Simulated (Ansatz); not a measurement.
ClH3Si (SMILES [SiH3]Cl) moved off its minimum; all values from Ansatz (an electronic-structure program), cores frozen in correlated methods.
(charge 0, multiplicity 1)
```xyz
5

Si    -1.04528     0.13603    -0.07059
Cl     0.95845    -0.02940     0.01128
H     -1.35326    -0.96111    -1.16379
H     -1.55826     1.33051    -0.46295
H     -1.53807    -0.39735     1.38414
```

### Question
Give the forces (eV/Å), the total energy and the dipole at CCSD(T)/aug-cc-pV(T+d)Z.

### Answer

```csv
atom,Fx,Fy,Fz
Si1,-0.565,-4.973,1.255
Cl2,1.214,0.417,0.098
H3,-0.131,1.100,1.045
H4,-0.855,2.581,-0.592
H5,0.336,0.876,-1.805
```
Energy -750.6206 hartree, dipole 1.30 D.
